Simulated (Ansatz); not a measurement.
Reaction (formal exchange of groups at the Si–C bond): `CC(O)[SiH3]` + `[NH2][SbH][SH]` → `[NH2][SbH][SiH3]` + `CC(O)S`

Program: Ansatz. Geometries: PBE0-D4/def2-TZVP. ΔE: electronic, gas phase. CCSD(T)/CBS adds triple-zeta CCSD(T) − MP2 to the extrapolated MP2 energy (def2 sets, frozen cores). Functionals use def2-TZVPP. B3LYP here is the variant with VWN-RPA as its local correlation; programs differ in this. def2 core potentials past Kr. For Sb outer-core shells are correlated without core-valence functions, which leaves a few kJ/mol of doubt a bond. Each species was taken in one conformer, which may not be the lowest.

| species | B3LYP energy (Eh) |
| --- | --- |
| `CC(O)[SiH3]` | -445.82907 |
| `[NH2][SbH][SH]` | -695.76685 |
| `[NH2][SbH][SiH3]` | -588.24382 |
| `CC(O)S` | -553.33068 |

(1) Work out ΔE.

Largest T1 diagnostic among the species: 0.014.

Results:

(1) ΔE = (-588.24382) + (-553.33068) − (-445.82907) − (-695.76685) = 0.02142 Eh = +56.2 kJ/mol. CCSD(T)/CBS gives +53.7 kJ/mol.

At CCSD(T), def2-SVP lies −15.2 kJ/mol from the extrapolated value and def2-TZVPP −4.1 kJ/mol. Leaving LDA and LC-ωPBE aside and taking each functional with its dispersion term where it has one, the values, not all of them listed here, spread over 11.0 kJ/mol, from PBE-D4 to BHLYP-D4. LDA lies −4.2 kJ/mol from PBE without D4.
